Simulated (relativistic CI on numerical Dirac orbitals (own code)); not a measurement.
## Radial parameters of Au44+

These numbers are calculated, not measured: Dirac-Coulomb-Breit CI, separate exchange-only KLI orbitals for each configuration, QED by a radiative potential, unscaled Slater integrals (own radial code, finite nucleus).

Slater integrals F^k, G^k are unscaled and averaged over j, outside the closed core [Ar] 3d10; ζ comes from projecting the Hamiltonian with its Breit term on Σ l·s of the shell.

- 4s2 4p5: ζ(4p) = 714170 cm⁻¹; <r>(4p) = 0.3752, <r^2>(4p) = 0.1595 (bohr units).
- 4s2 4p4 4d: F^2(4p,4p) = 270710, ζ(4p) = 715000, F^2(4p,4d) = 267230, G^1(4p,4d) = 329150, G^3(4p,4d) = 211620, ζ(4d) = 90057 cm⁻¹; <r>(4p) = 0.3752, <r^2>(4p) = 0.1595, <r>(4d) = 0.373, <r^2>(4d) = 0.1591 (bohr units).
- 4s 4p5 4d: G^1(4s,4p) = 354370, ζ(4p) = 714600, G^2(4s,4d) = 262780, F^2(4p,4d) = 267190, G^1(4p,4d) = 329100, G^3(4p,4d) = 211590, ζ(4d) = 90476 cm⁻¹; <r>(4s) = 0.3649, <r^2>(4s) = 0.1499, <r>(4p) = 0.3753, <r^2>(4p) = 0.1596, <r>(4d) = 0.3731, <r^2>(4d) = 0.1592 (bohr units).

Averages of the first 10 configurations, taken without configuration mixing, which lowers the lowest level and can move excited configurations by several eV; other configurations of the list can lie among them:

```tsv
Configuration	Parity	States	Average energy above the lowest level (eV)
4s2 4p5	odd	6	45.9
4s 4p6	even	2	262.8
4s2 4p4 4d	even	150	283.9
4s 4p5 4d	odd	120	495.4
4s2 4p4 4f	odd	210	505.0
4s 4p5 4f	even	168	716.9
4p6 4d	even	10	719.1
4s 4p4 4d2	even	1350	731.6
4s2 4p3 4d 4f	even	2800	743.8
4p6 4f	odd	14	940.8
```
